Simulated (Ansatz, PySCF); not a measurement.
C₂H₆Se, charge +1, doublet, geometry from GFN2-xTB (a state made from the parent by changing its charge; the spin is typed, not shown lowest). Base run: CASSCF(7,5)/STO-3G in PySCF.

Here is a job for PySCF.
```python
from pyscf import gto, scf, mcscf
import numpy

mol = gto.M(
    atom='''
C     1.447518   -0.262146    0.778519
Se    0.011367    0.118238   -0.441088
C    -1.486513   -0.143491    0.734717
H     1.401017   -1.306820    1.089214
H     2.397192   -0.076931    0.281149
H     1.364634    0.368394    1.663859
H    -1.438154   -1.133163    1.189127
H    -2.408725   -0.043036    0.166390
H    -1.468457    0.605297    1.527829
''',
    basis='sto-3g',
    charge=1,
    spin=1,
    verbose=4,
)

mf = scf.ROHF(mol)
mf.kernel()
mc = mcscf.CASSCF(mf, 5, 7)
mc.fix_spin_(ss=0.75)
mc.kernel()
occ = numpy.linalg.eigvalsh(mc.fcisolver.make_rdm1(mc.ci, mc.ncas, mc.nelecas))[::-1]
ss = mc.fcisolver.spin_square(mc.ci, mc.ncas, mc.nelecas)[0]
print('natural occupations', occ.round(4), ' <S^2>', round(ss, 4))
```

Programs used: Ansatz (a first-principles code), PySCF; a row that names a program was run with it.

Each row names what was changed in the base input (with any setting that the change needs).

```tsv
change	ΔE vs base (mEh)	natural occupations	<S^2> of the state
base	0.000	2.00 2.00 1.97 1.00 0.03	0.75
solver = newton	7.095	2.00 1.99 1.99 1.00 0.02	0.75
code = ansatz; correction = SC-NEVPT2, all electrons	-114.5	-	-
active space = 3 electrons, 3 orbitals	14.954	1.99 1.00 0.01	0.75
active space = 3 electrons, 4 orbitals	2.674	1.97 1.00 0.03 0.00	0.75
fix_spin_ = off	0.000	2.00 2.00 1.97 1.00 0.03	0.75
code = ansatz	0.012	-	-
orbitals = fixed (CASCI)	11.207	2.00 1.99 1.99 1.00 0.01	0.75
active space = 5 electrons, 6 orbitals	-13.772	1.97 1.97 1.00 0.03 0.03 0.00	0.75
conv_tol = 1e-5	0.004	2.00 2.00 1.97 1.00 0.03	0.75
correction = SC-NEVPT2	-114.5	2.00 2.00 1.97 1.00 0.03	0.75
```

Active orbitals are taken around the Fermi level unless the row says otherwise; CASSCF can end in different local minima, and two programs can end on different orbitals. State-averaged rows give the lowest state.

Open shells are given as the SCF converged; they aren't shown to be the lowest states, and a large step between rows can be another state.
